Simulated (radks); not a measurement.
Problem. Method: non-relativistic Kohn-Sham, LDA (Slater exchange, Perdew-Wang correlation), spin-polarised, spherical densities, point nucleus; computed with a radial shooting solver on a logarithmic mesh with Libxc functionals. Response by self-consistent Sternheimer equations with the Hartree and adiabatic LDA kernel. Estimate the static dipole polarisabilities of Kr ([Kr]) and Tc7+ ([Kr]) and the C6 coefficients of the three pairs.

Solution. alpha = 18.04 and 1.475 bohr^3; C6 = 140.8 (Kr-Kr), 19.02 (Kr-Tc7+), 3.657 (Tc7+-Tc7+) hartree bohr^6.
